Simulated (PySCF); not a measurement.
[NbBr6]2-: Nb(IV) (d1), charge -2. The structure is a PBE0-D3(BJ)/def2-SVP, IEF-PCM water geometry optimised for multiplicity 2; coordination octahedral, point group Oh, metal–donor distances 2.59 Å.

The d shell alone is too small an active space for [NbBr6]2- (an active orbital has only 0.62 squared overlap with the free ion's shell): its levels, fitted parameters, g values and moments show what this model gives and aren't sound predictions.

```
7

Nb    0.0000    0.0000    0.0000
Br    0.0000    0.0000    2.5883
Br    0.0000    0.0000   -2.5883
Br    2.5883    0.0000    0.0000
Br   -2.5883    0.0000    0.0000
Br    0.0000    2.5883    0.0000
Br    0.0000   -2.5883    0.0000
```

Method (PySCF 2.14, density fitting): CASSCF(1,5) with orbitals averaged over all microstates of the shell, strongly contracted NEVPT2 on the averaged canonical orbitals; basis x2c-TZVPall on the metal, x2c-SVPall elsewhere; spin-free X2C; IEF-PCM water; spin-orbit coupling by state interaction with the mean-field operator over all roots.

**Question.** Which term lies lowest, and with what spin?

**Answer.** 2T2g (S = 1/2, orbital degeneracy 3), with 1.0 electrons in the lower (t2g-type) set and 0.0 in the upper (eg-type) set, by NEVPT2.

**Question.** List the excited states of the same spin.

**Answer.** By NEVPT2: 2Eg at 23062 cm⁻¹ (434 nm). All are electric-dipole forbidden at this geometry.

**Question.** What ligand-field parameters describe the result?

**Answer.** At NEVPT2 level: orbital energies 0, 0, 0, 23062, 23062 cm⁻¹; 10Dq = 23062 cm⁻¹; spin-orbit coupling on the heavy ligands mixes in, so no single ζ describes it.

**Question.** What magnetic behaviour follows?

**Answer.** Degenerate or low-lying orbital states mix with the ground state, so no spin-only Hamiltonian applies. The lowest spin-orbit level is 4-fold; the next lies at 995.5 cm⁻¹. μeff is 1.10 μB at 300 K and 0.22 μB at 10 K; the spin-only value is 1.73 μB.

No frequencies were computed for the optimised geometry. Charge-transfer states lie outside this active space and may come lower than some of these levels. The ground state is orbitally degenerate in this regular structure, which would distort (Jahn–Teller), so its moment is that of the undistorted model. NEVPT2 on the d shell alone tends to put d–d bands too high for such charged or covalently bound ions. The geometry optimisation stopped short of its thresholds.

The job took 2.5 min on one thread of Arm Neoverse V1 (shared host), with 255 basis functions and a peak of 1.4 GiB, launched as `OMP_NUM_THREADS=1 python lf_run.py task.json out`.
